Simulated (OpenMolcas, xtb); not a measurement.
## GeH2Cl (SMILES [Cl][GeH2]): methods side by side

GeH2Cl: 4 atoms, total charge 0, spin state doublet. As SMILES, `[Cl][GeH2]`. The shape is that of a PBE0-D4/def2-TZVP optimisation.

```xyz
4

Cl   -1.5629    0.3052    0.9935
Ge    0.1067   -0.4511   -0.1416
H     0.0727    0.2596   -1.5142
H     1.3834   -0.1137    0.6623
```

Quantity: the energy change with the Cl1–Ge2 bond stretched from 2.156 to 3.881 Å, in eV. The values are calculated.

```
             level             kind     program  value (eV)  CPU time (all runs)
            GFN-FF      force field         xtb        0.02            under 2 s
          GFN0-xTB   semi-empirical         xtb        1.56            under 2 s
    UHF/def2-TZVPP     Hartree–Fock  OpenMolcas        2.74                 57 s
 USVWN5/def2-TZVPP              LDA  OpenMolcas        3.32                2 min
  UBLYP/def2-TZVPP              GGA  OpenMolcas        2.59                100 s
 UM06-L/def2-TZVPP         meta-GGA  OpenMolcas        3.00              2.1 min
UM06-2X/def2-TZVPP  hybrid meta-GGA  OpenMolcas        3.37                2 min
  UPBE0/def2-TZVPP    global hybrid  OpenMolcas        3.23                 89 s
```

All-electron rows without a relativistic Hamiltonian named are non-relativistic. The first shape isn't each level's own minimum. The values span 0.02 to 3.37 eV. Spin contamination of the reference (⟨S²⟩ at least 0.1 too high) touches UHF/def2-TZVPP, UM06-2X/def2-TZVPP, UPBE0/def2-TZVPP. CPU times are rough (shared hosts, several kinds of processor and program).
